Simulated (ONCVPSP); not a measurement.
## Cutoff test, Pt (Z = 78), ONCV

- Element: platinum
- Generator: ONCVPSP 4.0.1
- Type: optimised norm-conserving Vanderbilt (ONCV)
- Functional: PBEsol
- Relativity: scalar-relativistic
- Frozen core: [Kr] 4d10 4f14
- Valence charge: 18
- Reference configuration: 5s2 5p6 5d9 6s1
- Partial waves: 5s+6s: rc 1.60 bohr, ncon 3, nbas 6, qcut 7.7 1/bohr, 2 projectors; 5p: rc 1.50 bohr, ncon 3, nbas 7, qcut 10.5 1/bohr, 3 projectors, debl 3.2 Ha; 5d: rc 2.15 bohr, ncon 4, nbas 9, qcut 6.8 1/bohr, 1 projector; f scattering state at 0.23 Ha: rc 1.50 bohr, ncon 4, nbas 7, qcut 8 1/bohr, local
- Local potential: the f channel
- Core correction: Teter function, fcfact 4.5, rcfact 1.15

For each optimised wave give the share of its norm inside rc, the residual kinetic energy above qcut (Ha) and the cutoffs (Ha) for errors of 10, 1, 0.1 and 0.01 mHa per electron.

```csv
wave,norm inside rc,residual KE,10 mHa,1 mHa,0.1 mHa,0.01 mHa
5s,0.967,6.6e-06,15.9,21.1,24.9,29.0
6s,0.072,3.6e-06,12.7,19.8,24.5,28.0
5p,0.858,1.5e-07,26.3,35.1,41.7,46.8
p projector 2,0.047,4.4e-08,16.6,30.9,38.9,45.1
p projector 3,0.073,2.8e-07,25.4,35.9,43.1,48.6
5d,0.778,2.2e-06,13.3,16.7,19.3,21.9
f projector 1,0.000,1.9e-06,0.6,2.3,11.4,25.0
```

The occupied waves need 35 Ha and 42 Ha for 1 and 0.1 mHa. Rows with under 1 % of the norm inside rc give no meaningful cutoff. Note: ghosts flagged at negative energy: s at -52.6 eV; GHOST(+) flagged for d at 470.0 eV. A true bound ghost makes a file unfit for plane-wave use.
